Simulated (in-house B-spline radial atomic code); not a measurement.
**Sc2+: [Ne] 3s2 3p5 3d1 7g1 (an excited or competing configuration)**

Level of theory: Dirac-Hartree-Fock, average of configuration, Fermi nucleus of rms radius 3.5459 fm; calculated with a radial B-spline atomic code at the basis-set limit.

Z_r = [3n² - l(l+1)]/(2<r>); Z_e = n√(-2ε); the last column is Slater's effective charge. Values are occupation-weighted means over j.

```csv
shell,electrons,ε (eV),<r> (bohr),Z_r,Z_e,Slater
1s,2,-4576.5,0.07297,20.56,18.34,20.70
2s,2,-558.13,0.3402,17.63,12.81,16.85
2p,6,-460.84,0.3063,16.32,11.64,16.85
3s,2,-100.03,1.054,12.81,8.13,10.10
3p,5,-73.635,1.127,11.09,6.98,10.10
3d,1,-39.108,1.339,7.84,5.09,4.00
7g,1,-2.4996,21.16,3.00,3.00,-
```

The least bound orbital is 7g9/2 at -2.5 eV, and it is also the most diffuse (<r> = 21.16 bohr).

Spin-orbit splittings of the orbital energies (j = l + 1/2 above j = l - 1/2 when positive): 2p 4.764 eV, 3p 0.5751 eV, 3d 0.03524 eV, 7g 6.976e-06 eV.

For the 1s electron the small component carries 0.565 % of the norm, the zero-frequency Breit interaction raises the level by 4.212 eV, self-energy by 1.975 eV, and vacuum polarisation lowers it by 0.1497 eV.
